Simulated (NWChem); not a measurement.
# AuCl; SMILES [Au][Cl]

Results from NWChem. Geometry: optimised at PBE0/def2-SVP. def2 effective core potentials on Au; no spin-orbit coupling. Level PBE/def2-SVPD: single points from the atomic guess with DIIS by default; each run changes one setting, and all converged runs end within 0.3 mHa of each other. cgmin counts macro-iterations, each dearer than a DIIS step. NWChem's automatic level shift, which a small gap switches on, acted in some of these runs.

Problem. Which setting needs the most SCF iterations, or fails (level shift of 0.5 Ha throughout; no DIIS, 40 % damping; DIIS on 20 Fock matrices; defaults; DIIS on 3 Fock matrices; quadratically convergent solver (cgmin))?

Solution. no DIIS, 40 % damping, with 52 against 10 for the defaults.
| setting | SCF iterations |
|---|---|
| defaults | 10 |
| DIIS on 3 Fock matrices | 11 |
| DIIS on 20 Fock matrices | 8 |
| no DIIS, 40 % damping | 52 |
| quadratically convergent solver (cgmin) | 5 |
| level shift of 0.5 Ha throughout | 30 |
